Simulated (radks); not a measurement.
The numbers below are computed, except where a source is named.
I LII, configuration [He] (the NIST ground configuration).

Level of theory: scalar-relativistic Kohn-Sham, r2SCAN, spin-polarised, spherical densities, finite nucleus; meta-GGA in the generalised Kohn-Sham scheme; Fermi nuclear charge, rms radius 4.75 fm (a radial shooting solver on a logarithmic mesh with Libxc functionals).

Energy parts (hartree):
part                       energy
total                 -2887.81794
kinetic                3128.90374
electron-nucleus      -6051.45762
Hartree                  69.76134
exchange-correlation    -35.02540

Orbitals (lengths in bohr, moments of r in powers of bohr; r(max) is where P^2 peaks; r(90%) holds 90 % of the orbital's charge):
orbital  occ.  eigenvalue (hartree)  <1/r>  r(90%)      <r>   r(max)
1s          2             -1414.948  57.09  0.0486  0.02705  0.01749
2s          0             -343.7698  14.11   0.168   0.1095  0.09419
2p          0             -332.2088  13.49   0.151  0.09360  0.07388

The highest occupied level is 1s at -38503 eV. The electron density at the nucleus is 2.262e+05 e/bohr^3 (large components only).
